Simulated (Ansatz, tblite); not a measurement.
Removing and adding an electron: `CC1(C)c2ccccc2-c2ccccc21`. The state is a singlet with charge 0. Geometry: PBE0-D4/def2-SVP. Ansatz, gas phase; energy differences of separate SCF runs; the oxidised species was run as a doublet alone; the reduced species was run as a doublet alone.

```xyz
29

C     1.371    1.968   -0.328
C     0.454    1.012    0.444
C     0.201    1.534    1.864
C    -0.852    0.786   -0.298
C    -1.830    1.713   -0.635
C    -2.965    1.280   -1.327
C    -3.115   -0.064   -1.677
C    -2.136   -0.998   -1.341
C    -1.004   -0.566   -0.650
C     0.166   -1.302   -0.171
C     0.498   -2.653   -0.263
C     1.700   -3.089    0.292
C     2.556   -2.188    0.930
C     2.223   -0.834    1.023
C     1.028   -0.394    0.470
H     1.556    1.600   -1.347
H     2.342    2.073    0.182
H     0.917    2.969   -0.400
H    -0.455    0.852    2.423
H     1.149    1.631    2.417
H    -0.276    2.526    1.834
H    -1.722    2.767   -0.367
H    -3.741    2.000   -1.597
H    -4.009   -0.385   -2.218
H    -2.257   -2.049   -1.614
H    -0.170   -3.360   -0.762
H     1.976   -4.145    0.229
H     3.494   -2.546    1.362
H     2.901   -0.137    1.524
```

The xTB rows come from tblite.

(1) Estimate orbital energies and vertical ionisation energies and electron affinities at: GFN1-xTB; GFN2-xTB; PBE-D4/def2-SVP; PBE0-D4/def2-SVP.

Results:

(1) 
| level | −HOMO (eV) | vertical IE (eV) | −LUMO (eV) | vertical EA (eV) | HOMO–LUMO gap (eV) | IE − EA (eV) | remarks |
| --- | --- | --- | --- | --- | --- | --- | --- |
| GFN1-xTB | 11.18 | 13.52 | 7.79 | 5.47 | 3.39 | 8.05 | – |
| GFN2-xTB | 10.19 | 12.60 | 6.74 | 4.37 | 3.45 | 8.23 | – |
| PBE-D4/def2-SVP | 5.35 | 7.64 | 1.70 | -0.40 | 3.65 | 8.04 | HOMO above zero (-1 doublet) |
| PBE0-D4/def2-SVP | 6.24 | 7.78 | 0.92 | -0.48 | 5.32 | 8.26 | HOMO above zero (-1 doublet) |

   A HOMO above zero means that the electron is unbound at that level or that self-interaction error raises the level; the energy of removing that electron tells which. Raw xTB energy differences between charge states are shifted by several eV; the methods need an empirical correction for them. Sets without diffuse functions give affinities that are too small. A negative affinity means that the extra electron isn't bound; its size then hangs on the basis.
